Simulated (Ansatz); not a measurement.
Pulling on the P1–N2 bond in PN (multiplicity 1 held). Energies count from the point at 1.483 Å.


Signs of static correlation in 6-31G, with CASSCF(10,8), from Ansatz (a first-principles code) runs.

```csv
R (Å),T1 of restricted CCSD,⟨S²⟩ of UHF,largest double amplitude of restricted CCSD,weight of the CASSCF reference in MRCISD,CASSCF natural occupations
1.186,0.012,0.000,0.087,0.972,2.00 1.99 1.98 1.95 1.95 0.06 0.06 0.02
1.334,0.013,0.017,0.113,0.973,2.00 1.99 1.98 1.93 1.93 0.07 0.07 0.02
1.483,0.015,0.780,0.142,0.973,2.00 1.99 1.97 1.91 1.91 0.10 0.10 0.03
1.631,0.018,1.279,0.175,0.972,1.99 1.99 1.96 1.88 1.88 0.13 0.13 0.05
1.779,0.022,1.616,0.215,0.972,1.99 1.99 1.94 1.83 1.83 0.18 0.18 0.06
2.002,0.033,2.101,(withheld),0.970,2.00 1.99 1.89 1.71 1.71 0.30 0.30 0.11
2.224,(withheld),2.534,0.433,0.970,2.00 1.99 1.80 1.50 1.50 0.50 0.50 0.20
2.595,0.054,2.847,0.762,0.971,2.00 2.00 1.54 1.20 1.20 0.80 0.80 0.47
2.965,0.060,2.950,0.905,0.973,2.00 2.00 1.32 1.09 1.09 0.91 0.91 0.68
3.410,0.064,2.989,0.956,0.973,2.00 2.00 1.17 1.04 1.04 0.96 0.96 0.83
4.003,0.064,3.002,0.970,0.974,2.00 2.00 1.07 1.01 1.01 0.99 0.99 0.93
4.745,0.061,3.005,0.968,0.974,2.00 2.00 1.02 1.00 1.00 1.00 1.00 0.98
5.931,0.058,3.005,0.961,0.974,2.00 2.00 1.00 1.00 1.00 1.00 1.00 1.00
```

Q: Some entries are withheld; supply them.

A: 
- 2.002, largest double amplitude of restricted CCSD: 0.300
- 2.224, T1 of restricted CCSD: 0.088

Doubts at one or more of the structures used: a restricted determinant that unrestricted orbitals would lower (R-CCSD(T)/6-31G); other coupled-cluster roots lie near (R-CCSD(T)/6-31G); T1 above 0.05 (R-CCSD(T)/6-31G, U-CCSD(T)/6-31G); a spin-contaminated determinant (U-CCSD(T)/6-31G); the program's own flag: large difference (U-CCSD(T)/6-31G).
